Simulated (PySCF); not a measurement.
## One molecule, a ladder of functionals, a line

Molecule: `InChI=1S/C2H7NSSi2/c1-4-6-5-2-3/h5-6H2,1H3`.

Mapped SMILES: `[CH3:1][S:2][SiH2:3][SiH2:4][C:5]#[N:6]`; H(Xn) means a hydrogen on atom n.

GIAO shieldings (ppm, equivalent atoms averaged) in PySCF 2.14 on the PBE0-D3(BJ)/def2-SVP geometry, basis pcSseg-1, gas phase, non-relativistic:

```csv
functional,exact exchange (%),σ(S2),σ(Si3),σ(Si4),σ(N6)
BLYP,0,663.5,368.2,427.7,-114.7
BP86,0,686.8,380.0,437.4,-110.6
PBE,0,689.0,382.0,439.6,-112.3
B3LYP,20,692.2,381.7,437.0,-117.3
mPW1PW91,25,718.0,395.8,447.5,-115.3
BHandHLYP,50,727.1,401.6,451.4,-120.9
HF,100,778.3,437.1,478.7,-124.9
```

Problem. Fit each shielding as a line in the percentage of exact exchange.

Solution. σ(S2) = 680.5 + 0.98 x (rms 9.5 ppm); σ(Si3) = 375.8 + 0.59 x (rms 5.3 ppm); σ(Si4) = 433.7 + 0.43 x (rms 4.5 ppm); σ(N6) = -113.0 − 0.13 x (rms 1.5 ppm). The functionals also differ in their semilocal parts, which the line can't hold; Hartree–Fock has no correlation at all.

Problem. What does the line predict for PBE0 (25 %), and what does the run give?

Solution. σ(S2): 705.0 predicted, 721.7 computed; σ(Si3): 390.6 predicted, 398.1 computed; σ(Si4): 444.4 predicted, 450.4 computed; σ(N6): -116.2 predicted, -114.9 computed ppm.
